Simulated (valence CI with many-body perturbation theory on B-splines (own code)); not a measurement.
## Nb⁹⁺ in brief

Calculated by valence CI with perturbative core correlation (CI+MBPT): four valence electrons over a frozen Dirac-Fock core [Ar] 3d10, radial functions for each j: 11 s, 11 p, 9 d, 7 f, 5 g, 2 h, 1 i, with the one-electron correlation potential Σ1 (screened to all orders), the two-electron term Σ2, the three-electron term Σ3, Breit, model QED; selected single and double excitations, second order for the rest, scaled by the run's own slope (own B-spline code, finite nucleus).

No measured levels were compared; by estimate levels hold to about 250 cm⁻¹ or 0.2 % of their energy and the worst to 1 %, as in measured heavy ions of charge 2 to 7; those with d or f electrons hold less well. Among the levels kept, up to 280 cm⁻¹ of a level comes from second order outside the variational space, and about a tenth of that is noise between levels of different J, which matters for small intervals.

Rates and lifetimes use the calculated energies. Strong lines usually hold to 10 to 20 %, long lifetimes can be off by a factor of two.

(1) What is the ground level?

(2) How is the term 3P of the ground level split?

(3) How well does LS coupling describe the low levels?

(4) Name the longest-lived excited levels whose lifetime is computed, and their main decay.

(5) What is the ionisation energy?

(6) What are the static dipole polarisabilities of the lowest levels?

(7) Among levels below 79.415 eV, which E1 lines absorb most strongly from the ground level?

Results:

(1) 4s2 4p2 3P_0, composition 89 % 4s2 4p2 3P + 9 % 4s2 4p2 1S.

(2) J = 0 at 0.000, J = 1 at 1.766, J = 2 at 2.831 eV.

(3) Among the lowest 20 levels the leading LS term, summed over configurations, holds 84 % on average. For single configurations the figures are 78 % in LS and 72 % in jj coupling. Terms mix most in the J = 2 level at 47.256 eV, where the leading one holds 48 %.

(4) 4s2 4p2 3P_2 at 2.831 eV lives 157 ms, mostly by M1 to 4s2 4p2 3P_1; 4s2 4p2 3P_1 at 1.766 eV lives 21.0 ms, mostly by M1 to 4s2 4p2 3P_0; 4s2 4p2 1D_2 at 5.803 eV lives 4.16 ms, mostly by M1 to 4s2 4p2 3P_1. The lifetime of 4s2 4p 4d 3F°_4 is too uncertain to give, and may be longer.

(5) 180.4 eV; NIST lists 180 ± 2.2 eV (theoretical).

(6) 4s2 4p2 3P_0 1.23; 4s2 4p2 3P_1 1.25 (tensor 0.039); 4s2 4p2 3P_2 1.25 (tensor -0.016); 4s2 4p2 1D_2 1.27 (tensor 0.099) bohr³, of which the core gives 0.0691.

(7) to 4s2 4p 4d 3D°_1 at 25.65 nm, f = 2.14; to 4s 4p3 3S°_1 at 32.43 nm, f = 0.276; to 4s 4p3 3D°_1 at 43.73 nm, f = 0.211.
